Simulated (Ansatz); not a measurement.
Geometry optimisation, RKS r2SCAN-D4/def2-SVP (Ansatz).

input.yaml

```yaml
crystal:
  periodic: [false, false, false]
  atoms:
    - { symbol: O, position_ang: [-0.6556, -0.093, -0.6937] }
    - { symbol: In, position_ang: [0.5705, 0.0304, 0.2661] }
    - { symbol: F, position_ang: [0.7021, -1.4862, 0.7082] }
    - { symbol: H, position_ang: [-1.5521, 0.1974, -0.4348] }
    - { symbol: H, position_ang: [0.9849, 1.2778, 0.1128] }
basis:
  gaussian: { orbitals: def2-SVP }
hamiltonian:
  xc: r2scan
  dispersion: d4
relax:
  f_tol: 0.015
  max_steps: 40
```

Launched with:

```bash
$ ansatz run input.yaml --threads 1 --pin off --max-ram 2048MiB --backend cpu --events-out ev --progress --plain --runs-dir out
```

Question: Where does it end, and by what steps?

Answer: The forces met the threshold. After 10 steps the energy has fallen by 9.491 eV; O1 moved furthest, 0.70 Å. The start is strongly strained (largest force component 24 eV/Å).

```tsv
step	energy less start (eV)	largest force component (eV/Å)	accepted
0	0.0000	23.844	yes
1	-7.4318	5.519	yes
2	-8.9251	1.565	yes
3	-9.2653	0.851	yes
4	-9.3796	0.713	yes
5	-9.4468	0.687	yes
6	-9.4648	0.530	yes
7	-9.4882	0.327	yes
8	-9.2743	2.510	no
9	-9.4899	0.092	yes
10	-9.4909	0.012	yes
```

```xyz
5
Properties=species:S:1:pos:R:3
O -1.299 -0.358 -0.585
In 0.481 0.042 0.211
F 1.199 -1.661 0.857
H -1.724 0.440 -0.931
H 1.392 1.464 0.407
```

Whether the end is a true minimum wasn't checked by a vibrational analysis.

Time of the run: 32 s on 1 CPU thread of a shared host.
